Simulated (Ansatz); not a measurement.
```xyz
10

O     1.417   -1.981   -0.284
C     0.846   -0.769   -0.276
Cl    1.775    0.444   -1.104
C    -0.317   -0.493    0.303
Si   -1.117    1.176    0.323
H     2.254   -1.947   -0.759
H    -0.798   -1.337    0.788
H    -2.401    1.059    1.060
H    -1.397    1.664   -1.054
H    -0.262    2.184    1.004
```

Charge 0, multiplicity 1.

Task: List the PBE0/def2-TZVPP orbital energies in eV (the Gaussian-basis code of Ansatz). (Best estimate.)

Result: The calculation gave: Occupied: -2768.26, -1802.36, -524.34, -281.82, -278.02, -260.08, -198.41, -198.20, -198.19, -144.71, -99.36, -99.36, -99.35, -30.88, -24.68, -21.39, -17.37, -15.34, -14.75, -13.34, -12.65, -11.24, -10.05, -10.01, -9.61, -9.59, -9.36, -7.12. Lowest empty: -0.33, 0.24, 1.03, 1.41, 1.59, 2.14, 2.40, 2.83.
